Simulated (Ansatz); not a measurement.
Two structures of SiH6SeO, closed shell, reached by relaxing down either side of one saddle point (PBE0-D4/def2-TZVP). Energies are electronic, without zero-point energy. Program: Ansatz 0.2.0. Basis: def2-TZVPP and def2-QZVPP. Cores are frozen in the correlated methods. Filled d shells of the heavier atoms are correlated. The def2 sets are not built for correlating such inner shells, so the correlated values are less sure here. Extrapolation: Hartree–Fock as exp(−7.88 √X), correlation as X^−2.97. First:

```xyz
9
angstrom
Si -1.0879 -0.9991 0.2756
H -0.4437 -1.5266 -0.9618
H -2.4061 -1.6491 0.4613
H -0.1965 -1.3481 1.4192
O -1.3665 0.6162 0.1830
H 2.3304 0.7860 0.4797
Se 1.8471 1.8947 -0.3520
H -0.5839 1.1675 0.0516
H 1.9072 1.0587 -1.5567
```

Second:

Si1  (-0.608, 0.201, 0.254)
H2  (1.379, -2.893, -0.271)
H3  (-0.979, -0.699, -0.856)
H4  (-0.412, -0.543, 1.524)
O5  (-1.831, 1.294, 0.340)
H6  (1.658, -2.208, -0.379)
Se7  (1.429, 1.158, -0.091)
H8  (-1.702, 2.053, 0.912)
H9  (1.066, 1.637, -1.432)
(Å)

Task: Which bonds change from the first to the second?

Result: SiH₄O ([OH][SiH3]) + H₂Se → SiH₄SeO ([OH][SiH2][SeH]) + H₂; bonds formed: Si1–Se7, H2–H6; bonds broken: Si1–H2, H6–Se7.

Task: Give the saddle point's structure and its height above each. (Judge from chemistry; the value comes from the calculation.)

Result: The calculation gives: 42.66 kcal/mol above the first and 52.61 kcal/mol above the second (CCSD(T) at an estimated basis limit (MP2 extrapolated from triple and quadruple zeta, plus CCSD(T) − MP2 in triple zeta)).
```json
{"atom": "Si1", "x (Å)": "-0.5858", "y (Å)": "-0.4970", "z (Å)": "0.3407"}
{"atom": "H2", "x (Å)": "0.5595", "y (Å)": "-1.4660", "z (Å)": "-0.4902"}
{"atom": "H3", "x (Å)": "-1.5390", "y (Å)": "-1.5526", "z (Å)": "-0.0920"}
{"atom": "H4", "x (Å)": "-0.1122", "y (Å)": "-0.7696", "z (Å)": "1.7113"}
{"atom": "O5", "x (Å)": "-1.4705", "y (Å)": "0.8056", "z (Å)": "-0.0851"}
{"atom": "H6", "x (Å)": "1.0688", "y (Å)": "-0.7037", "z (Å)": "-0.3603"}
{"atom": "Se7", "x (Å)": "1.6476", "y (Å)": "1.0584", "z (Å)": "0.1569"}
{"atom": "H8", "x (Å)": "-1.0087", "y (Å)": "1.6402", "z (Å)": "0.0537"}
{"atom": "H9", "x (Å)": "1.4404", "y (Å)": "1.4850", "z (Å)": "-1.2352"}
```

T1 diagnostic: at most 0.012.

Labels in which every atom is bracketed show which atoms are joined, not bond orders.

For scale, one of the runs: CCSD(T)/def2-TZVPP, 205 basis functions, launched by `ansatz run in.yaml --threads 4 --pin off --events-out ev --progress --plain --max-ram 9574MiB`. The run took 71 s on 4 CPU threads of an Arm Neoverse V1 (shared host), with 2.6 GiB of host memory at its peak.
